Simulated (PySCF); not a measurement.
C3H7 (SMILES [CH2-]CC), charge -1, singlet, geometry from GFN2-xTB (in this run its highest filled SCF level lies above zero, so its values depend strongly on the basis, on diffuse functions most of all); DF-B3LYP/def2-TZVPD (PySCF).

PySCF was given this input:
```python
from pyscf import gto, scf, dft

mol = gto.M(
    atom='''
C     0.001860    0.104490    0.566404
C    -0.001727    1.417715   -0.192030
C     0.000064   -1.228257   -0.251914
H    -0.880850    0.061189    1.229917
H     0.889157    0.062525    1.223858
H     0.002932   -2.122887    0.388569
H     0.885480    1.388919   -0.898346
H    -0.893705    1.387576   -0.892255
H    -0.884828   -1.271172   -0.890228
H     0.880630   -1.269840   -0.896272
''',
    basis='def2-tzvpd',
    charge=-1,
    spin=0,
    verbose=4,
    max_memory=1800,
)

mf = dft.RKS(mol)
mf.xc = 'b3lyp'
mf = mf.density_fit(auxbasis='def2-universal-jkfit')
mf.kernel()
```

What does PySCF print? Leave out banner, timings and long lists.


```
PySCF version 2.14.0

[INPUT] verbose = 4
[INPUT] num. atoms = 10
[INPUT] num. electrons = 26
[INPUT] charge = -1
[INPUT] spin (= nelec alpha-beta = 2S) = 0
[INPUT] symmetry False subgroup None
[INPUT] Mole.unit = angstrom
[INPUT] Symbol           X                Y                Z      unit          X                Y                Z       unit  Magmom
[INPUT]  1 C      0.001860000000   0.104490000000   0.566404000000 AA    0.003514890592   0.197457482756   1.070348435858 Bohr   0.0
[INPUT]  2 C     -0.001727000000   1.417715000000  -0.192030000000 AA   -0.003263557017   2.679093072688  -0.362884107700 Bohr   0.0
[INPUT]  3 C      0.000064000000  -1.228257000000  -0.251914000000 AA    0.000120942472  -2.321069340580  -0.476048466944 Bohr   0.0
[INPUT]  4 H     -0.880850000000   0.061189000000   1.229917000000 AA   -1.664565256823   0.115630451836   2.324206285947 Bohr   0.0
[INPUT]  5 H      0.889157000000   0.062525000000   1.223858000000 AA    1.680263211740   0.118155125938   2.312756435358 Bohr   0.0
[INPUT]  6 H      0.002932000000  -2.122887000000   0.388569000000 AA    0.005540676997  -4.011675023400   0.734288990496 Bohr   0.0
[INPUT]  7 H      0.885480000000   1.388919000000  -0.898346000000 AA    1.673314688780   2.624676519205  -1.697627905099 Bohr   0.0
[INPUT]  8 H     -0.893705000000   1.387576000000  -0.892255000000 AA   -1.688857686154   2.622138617019  -1.686117583274 Bohr   0.0
[INPUT]  9 H     -0.884828000000  -1.271172000000  -0.890228000000 AA   -1.672082587347  -2.402166937216  -1.682287108419 Bohr   0.0
[INPUT] 10 H      0.880630000000  -1.269840000000  -0.896272000000 AA    1.664149517076  -2.399649822018  -1.693708613116 Bohr   0.0

nuclear repulsion = 74.9305421185431
number of shells = 74
number of NR pGTOs = 233
number of NR cGTOs = 174
basis = def2-tzvpd
ecp = {}

******** <class 'pyscf.df.df_jk.DFRKS'> ********
method = DFRKS
initial guess = minao
damping factor = 0
level_shift factor = 0
DIIS = <class 'pyscf.scf.diis.CDIIS'>
diis_start_cycle = 1
diis_space = 8
diis_damp = 0
SCF conv_tol = 1e-09
SCF conv_tol_grad = None
SCF max_cycles = 50
direct_scf = False
XC library pyscf.dft.libxc version 7.1.2
    S. Lehtola, C. Steigemann, M. J. T. Oliveira, and M. A. L. Marques,  SoftwareX 7, 1–5 (2018)
XC functionals = b3lyp
    P. J. Stephens, F. J. Devlin, C. F. Chabalowski, and M. J. Frisch,  J. Phys. Chem. 98, 11623 (1994)
radial grids:
    Treutler-Ahlrichs [JCP 102, 346 (1995); DOI:10.1063/1.469408] (M4) radial grids

becke partition: Becke, JCP 88, 2547 (1988); DOI:10.1063/1.454033
pruning grids: <function nwchem_prune>
grids dens level: 3
symmetrized grids: False
atomic radii adjust function: <function treutler_atomic_radii_adjust>
small_rho_cutoff = 0
Set gradient conv threshold to 3.16228e-05
Initial guess from minao.
tot grids = 111016
******** <class 'pyscf.df.df.DF'> ********
auxbasis = def2-universal-jkfit
init E= -118.383941368273
  HOMO = -0.225566621232957  LUMO = -0.0150979936141802  gap/eV = 5.72714
cycle= 1 E= -118.360007564619  delta_E= 0.0239  |g|= 0.674  |ddm|= 2.42
  HOMO = 0.149329803215821  LUMO = 0.188551002783466  gap/eV = 1.06726
cycle= 2 E= -117.239187731494  delta_E= 1.12  |g|= 1.59  |ddm|=  217
  HOMO = 0.0112480527794752  LUMO = 0.146746835791815  gap/eV = 3.68711
cycle= 3 E= -118.482224117311  delta_E= -1.24  |g|= 0.294  |ddm|=  215
  HOMO = 0.0467672787736184  LUMO = 0.142099273875512  gap/eV = 2.59412
cycle= 4 E= -118.508971112312  delta_E= -0.0267  |g|= 0.114  |ddm|= 4.15
  HOMO = 0.0572760911433861  LUMO = 0.14206972433011  gap/eV = 2.30735
cycle= 5 E= -118.513424093945  delta_E= -0.00445  |g|= 0.03  |ddm|= 3.37
  HOMO = 0.0562760948440371  LUMO = 0.143221033437271  gap/eV = 2.36589
cycle= 6 E= -118.513643248057  delta_E= -0.000219  |g|= 0.00783  |ddm|= 1.02
  HOMO = 0.0551302539356087  LUMO = 0.143026573276021  gap/eV = 2.39178
cycle= 7 E= -118.513656264327  delta_E= -1.3e-05  |g|= 0.00357  |ddm|= 0.0489
  HOMO = 0.0550072389736123  LUMO = 0.142898207765811  gap/eV = 2.39164
cycle= 8 E= -118.513659280102  delta_E= -3.02e-06  |g|= 0.0011  |ddm|= 0.11
  HOMO = 0.0548662155508168  LUMO = 0.142867008017117  gap/eV = 2.39462
cycle= 9 E= -118.51365962001  delta_E= -3.4e-07  |g|= 0.000457  |ddm|= 0.0167
  HOMO = 0.0548012088701313  LUMO = 0.142857761801579  gap/eV = 2.39614
cycle= 10 E= -118.513659688013  delta_E= -6.8e-08  |g|= 0.000122  |ddm|= 0.00518
  HOMO = 0.0547715864040157  LUMO = 0.142855154652917  gap/eV = 2.39688
cycle= 11 E= -118.513659693603  delta_E= -5.59e-09  |g|= 1.05e-05  |ddm|= 0.00255
  HOMO = 0.0547719199309782  LUMO = 0.142855317988811  gap/eV = 2.39687
cycle= 12 E= -118.513659693648  delta_E= -4.49e-11  |g|= 2.52e-06  |ddm|= 0.000792
  HOMO = 0.05477324561895  LUMO = 0.142855446631774  gap/eV = 2.39684
Extra cycle  E= -118.513659693644  delta_E= 3.61e-12  |g|= 4.61e-06  |ddm|= 0.00037
converged SCF energy = -118.513659693644
```
